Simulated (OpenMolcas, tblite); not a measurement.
## How methods differ on C2H7BO (SMILES CCBO)

C2H7BO: 11 atoms, total charge 0, spin state singlet. As SMILES, `CCBO`. The shape is that of a PBE0-D4/def2-TZVP optimisation. This is one conformer, not always the lowest.

| atom | x (Å) | y (Å) | z (Å) |
| --- | --- | --- | --- |
| C | -0.5562 | 1.3140 | 0.1941 |
| C | -0.1481 | -0.1264 | 0.4987 |
| B | 0.8442 | -0.7497 | -0.5450 |
| O | 0.7752 | -2.0346 | -0.9682 |
| H | -1.1236 | 1.3786 | -0.7379 |
| H | -1.1781 | 1.7372 | 0.9863 |
| H | 0.3223 | 1.9540 | 0.0824 |
| H | -1.0373 | -0.7547 | 0.6403 |
| H | 0.3803 | -0.1477 | 1.4643 |
| H | 1.7483 | -0.1083 | -1.0100 |
| H | 0.0385 | -2.5195 | -0.5844 |

Quantity: the dipole moment, in D. The values are calculated.

```
          level            kind     program  value (D)   CPU time
      IPEA1-xTB  semi-empirical      tblite       2.55  under 2 s
    HF/def2-SVP    Hartree–Fock  OpenMolcas       1.95      6.8 s
 SVWN5/def2-SVP             LDA  OpenMolcas       1.98       25 s
revPBE/def2-SVP             GGA  OpenMolcas       1.88       37 s
  TPSS/def2-SVP        meta-GGA  OpenMolcas       1.87       47 s
 BHLYP/def2-SVP   global hybrid  OpenMolcas       1.91       33 s
```

The values span 1.87 to 2.55 D. Magnitudes only. Times are those of the runs behind each value, whatever else they computed, on shared processors of several kinds: orders of magnitude only.
